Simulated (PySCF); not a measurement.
**Partial charges of `[F][Be-2]([F])([F])[F]`**

BeF4 (charge -2).
Cartesian coordinates in Å at the PBE0-D3(BJ)/def2-TZVP level; atoms count from 1:
```
atom  x, y, z in Å
F1    -0.0466   -0.8066   -1.3910
Be2    0.0070   -0.0067   -0.0078
F3     1.5261    0.1310    0.4693
F4    -0.8300   -0.7991    1.1002
F5    -0.6234    1.4473   -0.2091
```

Density: PBE0/pcSseg-2 (PySCF); schemes: Mulliken, IAO, Hirshfeld and ESP-fitted. Isolated species at its PBE0-D3(BJ)/def2-TZVP geometry, gas phase. Whether so highly charged an anion holds all its electrons in the gas phase wasn't checked; a finite basis holds them in any case. The ion is multiply charged and computed without counter-ions or solvent. The pcSseg-2 basis has no diffuse functions, a weakness for an anion. The HOMO energy is positive at this level (+2.05 eV), so the outermost electrons may be held by the finite basis alone.

Task: Do the Mulliken, IAO, Hirshfeld and ESP-fitted schemes agree on where the charge is lowest?

Result: All schemes pick atoms of one kind: Mulliken F1 (-0.726); IAO F1, F3, F4 and F5 (-0.906); Hirshfeld F1, F3, F4 and F5 (-0.503); ESP-fitted F4 (-0.793).

Task: Do the Mulliken, IAO, Hirshfeld and ESP-fitted schemes agree on where the charge is highest?

Result: All schemes agree: Mulliken Be2 (+0.901); IAO Be2 (+1.623); Hirshfeld Be2 (+0.012); ESP-fitted Be2 (+1.169).

Task: For which atoms does the sign change between the 4 schemes (beyond +0.03 e in one, beyond −0.03 e in another)?

Result: For none.

Task: Give the atomic charges in each scheme.

Result: In e:

| atom | environment | Mulliken | IAO | Hirshfeld | ESP-fitted |
| --- | --- | --- | --- | --- | --- |
| F1 | fluorine bonded to Be | -0.726 | -0.906 | -0.503 | -0.792 |
| Be2 | beryllium bonded to 4 F | +0.901 | +1.623 | +0.012 | +1.169 |
| F3 | fluorine bonded to Be | -0.725 | -0.906 | -0.503 | -0.792 |
| F4 | fluorine bonded to Be | -0.725 | -0.906 | -0.503 | -0.793 |
| F5 | fluorine bonded to Be | -0.725 | -0.906 | -0.503 | -0.792 |

Mean size of the charges over all atoms: IAO 1.049 e, ESP-fitted 0.868 e, Mulliken 0.760 e, Hirshfeld 0.405 e. Each set sums to the total charge, -2, to within 0.001 e. The ESP scheme is a least-squares fit of atom-centred charges to the potential on four shells outside the van der Waals surface, with the total charge fixed.

Task: How many electrons does the IAO scheme count on Be2?

Result: Z − q = 4 − (+1.623) = 2.377.

Task: Sum the charges by element, for elements with more than one atom.

Result: 
```tsv
element	atoms	Mulliken	IAO	Hirshfeld	ESP-fitted
F	4	-2.901	-3.623	-2.012	-3.169
```

These values come from a run that also computed NMR shieldings. Hardware: Intel Xeon 6975P-C, one thread, shared host with 192 logical CPUs at a one-minute load of 67. Cost: 5.2 s of wall time, 0.71 GiB resident at most.
